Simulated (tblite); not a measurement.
C6H5OS (doublet state).
Structure used (GFN2-xTB), in Å, numbered top down from 1:
```xyz
13
C6H5OS angstrom
O      2.3756   -0.5495    0.3022
C      1.0813   -0.2944    0.0951
C      0.3677   -1.0329   -0.8440
C     -0.9698   -0.7712   -1.0594
C     -1.6251    0.2319   -0.3429
C     -0.9402    0.9735    0.5890
C      0.4185    0.7281    0.8260
S      1.3153    1.6281    1.9767
H      2.7014    0.0645    0.9907
H      0.8854   -1.8052   -1.3904
H     -1.5141   -1.3495   -1.7905
H     -2.6716    0.4240   -0.5229
H     -1.4288    1.7532    1.1530
```

All values are computed: GFN2-xTB (tblite) harmonic vibrations without scaling, gas phase. Errors from tens to a few hundred cm⁻¹ against measured bands are possible. One conformer, not necessarily the lowest. Open shells enter through the occupations alone, without spin polarisation, and single modes of such species can be off by tens of per cent.

Harmonic wavenumbers (cm⁻¹): 129.8, 235.3, 238.3, 360.9, 407.4, 475.8, 478.0, 529.3, 585.9, 673.1, 697.3, 768.1, 822.6, 869.4, 906.6, 917.9, 1035.9, 1066.6, 1113.4, 1161.1, 1174.1, 1243.6, 1274.7, 1343.0, 1410.5, 1431.1, 1531.3, 1567.3, 3088.7, 3095.4, 3104.2, 3110.9, 3236.5.

A = 3053, B = 1620, C = 1058 MHz; mass 125.006 u (most abundant isotopes); point group Cs, symmetry number 1; spin multiplicity 2.

Question: What is the zero-point energy?

Answer: ½Σν̃ = 20042 cm⁻¹ = 57.30 kcal/mol.

Question: Entropy at 273.15 K, 1 bar (ideal gas, RRHO, classical rotation)?

Answer: Translation 39.97, rotation 28.25, vibration 11.43, spin (R ln 2) 1.38: S = 81.0 cal/(mol K).

Question: And Cp and H(273.15 K) − H(0)?

Answer: Cp = 25.94 cal/(mol K), of which vibrations give 17.99 (their classical limit is 33 R = 65.6); H(273.15 K) − H(0) = 4.17 kcal/mol without the zero-point energy, 2.00 from vibrations.

Question: Which modes carry the vibrational entropy at 273.15 K?

Answer: 129.8 cm⁻¹: 2.78; 235.3 cm⁻¹: 1.68; 238.3 cm⁻¹: 1.66; 360.9 cm⁻¹: 0.99; 407.4 cm⁻¹: 0.81; 475.8 cm⁻¹: 0.61 cal/(mol K); the other 27 give 2.90 together.

Question: What must be added to the electronic energy to get the Gibbs energy at 273.15 K and 1 bar?

Answer: ZPE + [H(273.15 K) − H(0)] − T·S = 57.30 + 4.17 − 22.13 = 39.34 kcal/mol.

Question: Blend soft modes into free rotors: weight 1/[1 + (100 cm⁻¹/ν̃)⁴] for the oscillator and the rest for a rotor with moment μB/(μ + B), μ = h/(8π²ν), B = 10⁻⁴⁴ kg m². What vibrational entropy results?

Answer: 11.39 cal/(mol K) in place of 11.43, which changes −T·S at 273.15 K by +0.01 kcal/mol.

Hindered rotation and anharmonicity are outside this model. Other conformers, if any are populated, would add a mixing term that is left out.

On one thread, Arm Neoverse V1 (aarch64), on a shared host, this took 0.43 s wall. This covers the Hessian and the dipole derivatives.
